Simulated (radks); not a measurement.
Results of a calculation; reference values are marked as such.
Task: Neutral rubidium, [Kr] 5s1. Level of theory: non-relativistic Kohn-Sham, exchange-only LDA, spin-polarised, spherical densities, point nucleus (a radial shooting solver on a logarithmic mesh with Libxc functionals). Every spin shell is full or empty, so the densities are truly spherical. Functionals are evaluated on that one density, not self-consistently. Rank these exchange functionals by their error against the exact value of the orbitals, and give that value: LDA, B88, revPBE, RPBE, PW91, AM05, G96, r2SCAN, MS2, Tao-Mo, MVS.

Result: Exact: -97.6816 hartree. From best to worst, with 100 (|E| - |E exact|)/|E exact| (equal figures are ties): r2SCAN -0.02, PW91 +0.03, MVS +0.05, B88 +0.07, RPBE -0.16, revPBE -0.22, G96 +0.34, MS2 -0.44, Tao-Mo -0.67, AM05 -5.03, LDA -5.46.
